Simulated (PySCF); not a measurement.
An unknown gives this computed stick spectrum. Method: TDDFT PBE0/def2-SVPD, vertical, gas phase, core orbitals frozen in the response in PySCF 2.14.0, density-fitted response routines. Geometries: GFN2-xTB, one conformer each.

```tsv
state	E (eV)	f	main configurations (H = HOMO, L = LUMO)
S1	3.95	0.0003	H→L (97%)
S2	5.58	0.023	H→L+1 (58%), H→L+2 (35%)
S3	5.73	0.061	H→L+2 (53%), H→L+1 (37%)
S4	6.10	0.0044	H-1→L (56%), H-1→L+1 (28%)
S5	6.34	0.0016	H-2→L (64%), H-1→L+1 (12%)
S6	6.38	0.014	H→L+3 (42%), H-1→L+1 (21%), H-2→L+1 (16%)
S7	6.44	0.016	H→L+3 (49%), H-1→L (16%), H-1→L+1 (12%)
S8	6.70	0.0052	H-1→L+2 (33%), H-2→L+1 (26%), H-1→L (11%)
```

Triplets computed (Tamm–Dancoff): 3.15, 4.56, 4.86 eV.

Orbital energies (eV): HOMO-3 -8.84, HOMO-2 -8.59, HOMO-1 -8.40, HOMO -6.80, LUMO -1.06, LUMO+1 -0.19, LUMO+2 0.03.

Question: Which structure fits? All have the formula C4H7NSi.
A. `C(#N)[SiH2]C(=C)C`
B. `C#C[C@H]1NC[SiH2]1`
C. `[SiH3]n1cccc1`
D. `C#C[SiH2]/C=N\C`

Answer: D. Its S1, at 3.95 eV, is the lowest among the candidates; the nearest of the others has S1 at 5.28 eV. S1 is HOMO→LUMO (97%). Löwdin shares by element: HOMO nitrogen 49%, carbon 23% or more, silicon 8% (atoms not listed hold the other 19%); LUMO nitrogen 29%, carbon 29% or more, silicon 17%, hydrogen 5% or more (atoms not listed hold the other 21%). At the same level the other candidates give, for their lowest levels:
- `[SiH3]n1cccc1`: 5.34 eV (f 0.000); 6.05 eV (f 0.019); 6.11 eV (f 0.002); 6.18 eV (f 0.013); 6.20 eV (f 0.021); T1 4.23 eV; HOMO -6.26, LUMO 0.15 eV
- `C=C(C)[SiH2]C#N`: 6.49 eV (f 0.029); 6.73 eV (f 0.065); 6.79 eV (f 0.006); 7.05 eV (f 0.245); 7.13 eV (f 0.003); T1 4.22 eV; HOMO -8.13, LUMO -0.84 eV
- `C#C[C@H]1NC[SiH2]1`: 5.28 eV (f 0.006); 5.73 eV (f 0.004); 5.96 eV (f 0.046); 6.08 eV (f 0.005); 6.31 eV (f 0.016); T1 5.06 eV; HOMO -6.70, LUMO -0.20 eV

Conformer computed: `[CH:1]#[C:2][SiH2:3]/[CH:4]=[N:5]\[CH3:6]`: C2–Si3–C4–N5 -55°.
